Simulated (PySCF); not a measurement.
Field gradients from PBE0/pcSseg-1 densities (PySCF, non-relativistic) at GFN2-xTB geometries, isolated species, one conformer each; χzz is the principal value of largest magnitude, with Q(35Cl) = −0.0817 b. GFN2-xTB bond lengths can be off by several hundredths of an ångström, more for odd bonds, and the gradients follow them. A larger basis could move these couplings by a tenth or more.

**Question.** These 35Cl couplings (χzz in MHz, η) are listed in rising order: (-75.93, 0.05); (-72.54, 0.05); (-41.04, 0.02); (-39.29, 0.09). Assign them to: the alkyl chlorine of `C=C1C[Si@H]1C1(Cl)CC1`; the silicon-bound chlorine of `CC#C[C@H]1C[Si@@H](Cl)C1`; the silicon-bound chlorine of `C=C/C=C(/C=C)[SiH2]Cl`; the alkyl chlorine of `ClCC[SiH]1C=CC=C1`.

**Answer.** -75.93 MHz, η 0.05: the alkyl chlorine of `C=C1C[Si@H]1C1(Cl)CC1`; -72.54 MHz, η 0.05: the alkyl chlorine of `ClCC[SiH]1C=CC=C1`; -41.04 MHz, η 0.02: the silicon-bound chlorine of `C=C/C=C(/C=C)[SiH2]Cl`; -39.29 MHz, η 0.09: the silicon-bound chlorine of `CC#C[C@H]1C[Si@@H](Cl)C1`.

All sites together:

```tsv
nucleus	site	Vzz (au)	η	χzz (MHz)
35Cl	the alkyl chlorine of C=C1C[Si@H]1C1(Cl)CC1	3.955	0.05	-75.93
35Cl	the silicon-bound chlorine of CC#C[C@H]1C[Si@@H](Cl)C1	2.047	0.09	-39.29
35Cl	the silicon-bound chlorine of C=C/C=C(/C=C)[SiH2]Cl	2.138	0.02	-41.04
35Cl	the alkyl chlorine of ClCC[SiH]1C=CC=C1	3.779	0.05	-72.54
```
